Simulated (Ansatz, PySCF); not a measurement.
Species: sum formula SiN2H4F (charge 0, doublet). It need not be the lowest isomer of its formula. 
Coordinates optimised at B3LYP-D3(BJ)/def2-TZVP (Ansatz, a program for electronic structure):
```xyz
8

Si    -0.0201    -0.2796    -0.2846
F     -0.5060    -1.0636     1.0465
N     -0.9953     1.0349    -0.7665
N      1.4990     0.3791     0.1737
H     -1.8260     0.9077    -1.3199
H     -0.9969     1.9069    -0.2562
H      2.1056    -0.1458     0.7856
H      2.0265     0.9203    -0.4943
```
Charge 0, spin multiplicity 2.

Property: atomisation energy (electronic, to ground-state atoms), in kcal/mol. Cores are frozen in the correlated levels unless marked. UHF or UKS for open shells. Spin-orbit coupling is left out. No relativistic terms. The coupled-cluster limit lacks core correlation, which all-electron functionals hold. CBS(X,Y): correlation extrapolated as X^-3; Hartree-Fock from the larger set. [CCSD(T)-MP2]/basis is that difference in the basis named.

| level | program | atomisation energy (kcal/mol) |
|---|---|---|
| HF/STO-3G | Ansatz | 431.6 |
| HF/cc-pV(D+d)Z | Ansatz | 434.5 |
| PBE0/STO-3G | Ansatz | 673.5 |
| PBE0/6-31G* | Ansatz | 653.7 |
| BHLYP/def2-TZVPD | Ansatz | 653.5 |
| TPSSh-D3(BJ)/def2-TZVPD | PySCF + dftd3 | 680.2 |
| r2SCAN0/def2-TZVPD | Ansatz | 664.0 |
| CAM-B3LYP/def2-TZVPD | Ansatz | 686.0 |
| B2GP-PLYP-D3(BJ)/def2-TZVPD | Ansatz + dftd3 | 673.1 |
| B2PLYP-D4/def2-TZVPD | Ansatz + dftd4 | 676.2 |
| MP2/6-31G* | Ansatz | 603.2 |
| MP2/cc-pV(D+d)Z | Ansatz | 609.3 |
| SCS-MP2/cc-pV(D+d)Z | Ansatz | 605.3 |
| CCSD/cc-pV(T+d)Z | Ansatz | 644.3 |
| RI-MP2/CBS(cc-pV(T+d)Z,cc-pV(Q+d)Z)+[CCSD(T)-MP2]/cc-pV(T+d)Z | Ansatz | 683.0 |
